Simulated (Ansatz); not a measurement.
Reaction (redistribution): `[NH2][Ga]([Cl])[Br]` + `OB([SiH3])Cl` → `[Cl][GaH][Br]` + `N[SiH2]B(O)Cl`

Calculated with Ansatz (gas phase, PBE0-D4/def2-TZVP geometries, no zero-point term in ΔE). CCSD(T)/CBS adds triple-zeta CCSD(T) − MP2 to the extrapolated MP2 energy (def2 sets, frozen cores). Functionals use def2-TZVPP. B3LYP here is the variant with VWN-RPA as its local correlation; programs differ in this. For Br, Ga outer-core shells are correlated without core-valence functions, which leaves a few kJ/mol of doubt a bond. Scalar relativity is left out up to krypton. Each species was taken in one conformer, which may not be the lowest.

| level | ΔE (kJ/mol) | difference from CCSD(T)/CBS |
| --- | --- | --- |
| r2SCAN-D4 | 1.3 | -5.4 |
| PBE0-D4 | 0.8 | -5.9 |
| B3LYP-D4 | 0.0 | -6.7 |
| ωB97M-V | -1.4 | -8.1 |
| B2PLYP | 3.8 | -2.9 |
| PBE | 1.2 | -5.5 |
| r2SCAN | 1.4 | -5.3 |
| B3LYP | -0.3 | -7.0 |
| SCS-MP2/def2-TZVPP | 8.4 | 1.7 |
| CCSD/def2-TZVPP | 7.4 | 0.7 |
| CCSD(T)/def2-TZVPP | 8.5 | 1.8 |
| HF/def2-QZVPP | -1.1 | -7.8 |
| SCS-MP2/def2-QZVPP | 7.0 | 0.3 |
| HF/CBS(def2) | -1.3 | -8.0 |
| MP2/CBS(def2) | 7.6 | 0.9 |
| CCSD/CBS(def2) | 5.5 | -1.2 |
| CCSD(T)/CBS | 6.7 | 0 |

Largest T1 diagnostic among the species: 0.013.

In def2-TZVPP, CCSD(T) changes the Hartree–Fock value by +8.8 kJ/mol (the triples alone add +1.1 kJ/mol) and MP2 by +9.7 kJ/mol.
